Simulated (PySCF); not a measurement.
## Orbital picture of GeN⁺

B3LYP at R = 1.924 Å; PySCF, no relativity, basis sets Ge 6-31G(d,p), N 6-31G(d,p). State: ³Σ⁻ (triplet), unpaired electrons π ↑↑. Only the outer orbitals are listed, counted within each symmetry.

```json
{"spin": "α", "orbital": "8σ", "occ.": "1", "ε (eV)": "-29.23", "on Ge (%)": "14", "main shells (%)": "83 N s, 8 Ge s"}
{"spin": "α", "orbital": "9σ", "occ.": "1", "ε (eV)": "-20.31", "on Ge (%)": "78", "main shells (%)": "78 Ge s, 12 N s, 10 N p"}
{"spin": "α", "orbital": "4π", "occ.": "1", "ε (eV)": "-16.28", "on Ge (%)": "13", "main shells (%)": "86 N p, 12 Ge p"}
{"spin": "α", "orbital": "4π", "occ.": "1", "ε (eV)": "-16.28", "on Ge (%)": "13", "main shells (%)": "86 N p, 12 Ge p"}
{"spin": "α", "orbital": "10σ", "occ.": "1", "ε (eV)": "-15.14", "on Ge (%)": "42", "main shells (%)": "55 N p, 28 Ge p, 12 Ge s"}
{"spin": "α", "orbital": "5π", "occ.": "0", "ε (eV)": "-10.14", "on Ge (%)": "89", "main shells (%)": "89 Ge p, 11 N p"}
{"spin": "α", "orbital": "5π", "occ.": "0", "ε (eV)": "-10.14", "on Ge (%)": "89", "main shells (%)": "89 Ge p, 11 N p"}
{"spin": "α", "orbital": "11σ", "occ.": "0", "ε (eV)": "-6.32", "on Ge (%)": "90", "main shells (%)": "81 Ge p, 15 N p"}
{"spin": "β", "orbital": "8σ", "occ.": "1", "ε (eV)": "-26.36", "on Ge (%)": "25", "main shells (%)": "71 N s, 17 Ge s"}
{"spin": "β", "orbital": "9σ", "occ.": "1", "ε (eV)": "-19.59", "on Ge (%)": "75", "main shells (%)": "73 Ge s, 19 N s"}
{"spin": "β", "orbital": "10σ", "occ.": "1", "ε (eV)": "-14.37", "on Ge (%)": "40", "main shells (%)": "54 N p, 32 Ge p"}
{"spin": "β", "orbital": "4π", "occ.": "0", "ε (eV)": "-11.73", "on Ge (%)": "62", "main shells (%)": "61 Ge p, 38 N p"}
{"spin": "β", "orbital": "4π", "occ.": "0", "ε (eV)": "-11.73", "on Ge (%)": "62", "main shells (%)": "61 Ge p, 38 N p"}
{"spin": "β", "orbital": "5π", "occ.": "0", "ε (eV)": "-8.51", "on Ge (%)": "42", "main shells (%)": "58 N p, 40 Ge p"}
```

Q: Which are the highest filled and the lowest empty level, where do they sit, and how wide is the gap?

A: Highest filled β 10σ at -14.37 eV (in %: 54 N p, 32 Ge p); lowest empty β 4π at -11.73 eV (in %: 61 Ge p, 38 N p); the gap at B3LYP is 2.64 eV.

```json
{"bond order (Mayer)": "1.33", "⟨S²⟩": "2.006", "charge on Ge (Mulliken, basis-dependent)": "1.00", "charge on Ge (Löwdin, basis-dependent)": "0.96", "dipole moment (positive dipole points towards N; it is taken about the centre of mass and depends on that origin)": "-1.40 D", "polarisability along the bond": "33.6 bohr³", "polarisability across the bond": "24.0 bohr³"}
```

Spin–orbit coupling is left out. The state is the lowest determinant that a PBE0 search found; another state may lie lower at other levels.
